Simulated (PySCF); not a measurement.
# UHF on I³⁺ (iodine, charge +3)

Configuration: [Kr] 4d10 5s2 5p2, high-spin 3P determinant. All numbers are calculated (PySCF 2.14, the spin-free X2C one-electron Hamiltonian (Gaussian nucleus), in aug-cc-pwCVTZ-DK3 with one added diffuse shell each of s, p, d, f type (11s10p8d5f1g, 125 functions)).

```json
{"Total energy": "-7110.320823 hartree", "One-electron energy": "-9690.0213 hartree", "Hartree (Coulomb) energy": "2759.2033 hartree", "Exchange energy": "-179.5028 hartree", "⟨S²⟩": "2.0072", "⟨L²⟩": "2.021", "Sum of ⟨r⟩": "29.61 bohr", "Sum of ⟨r²⟩": "35.11 bohr²", "Traceless quadrupole moment −½Σ⟨3z² − r²⟩ along its main axis": "2.04 e·bohr²", "Langevin diamagnetic susceptibility": "-27.8 ×10⁻⁶ cm³/mol"}
```

```csv
shell,electrons,mean orbital energy (eV),spread (eV),"rms radius, mean of both spins (bohr)"
1s α,1,-33362.0,0,0.0312
1s β,1,-33361.8,0,0.0312
2s α,1,-5282.0,0,0.127
2s β,1,-5281.9,0,0.127
2p α,3,-4741.0,0.057,0.113
2p β,3,-4740.9,0.136,0.113
3s α,1,-1134.8,0,0.334
3s β,1,-1134.6,0,0.334
3p α,3,-954.67,0.015,0.335
3p β,3,-954.39,0.334,0.335
3d α,5,-683.67,0.175,0.313
3d β,5,-683.55,0.293,0.313
4s α,1,-243.45,0,0.787
4s β,1,-242.94,0,0.787
4p α,3,-184.25,0.029,0.845
4p β,3,-183.66,0.771,0.845
4d α,5,-94.829,0.458,0.985
4d β,5,-94.421,0.844,0.985
5s α,1,-54.000,0,1.97
5s β,1,-48.426,0,1.97
5p α,2,-39.893,0,2.25
```

Densities and radii are taken from the X2C orbitals without a picture-change correction, which distorts them close to the nucleus.

Spin-orbit constants ζ (cm⁻¹) from the X2C one-electron operator on these orbitals: bare nucleus, nucleus screened by l(l+1)(2l+1)/3 electrons, and screened by the Breit-Pauli mean field of the electrons.

| shell | bare | screened nucleus | mean field |
| --- | --- | --- | --- |
| 2p | 1592000 | 1532000 | n/a |
| 3p | 303600 | 292100 | n/a |
| 3d | 46150 | 37450 | n/a |
| 4p | 56790 | 54650 | n/a |
| 4d | 6545 | 5310 | n/a |
| 5p | 6978 | 6715 | n/a |

To first order the Landé constant is A = 3357 cm⁻¹, so the lowest level has J = 0 and lies 0.833 eV below the centre of the term. This holds in LS coupling only.
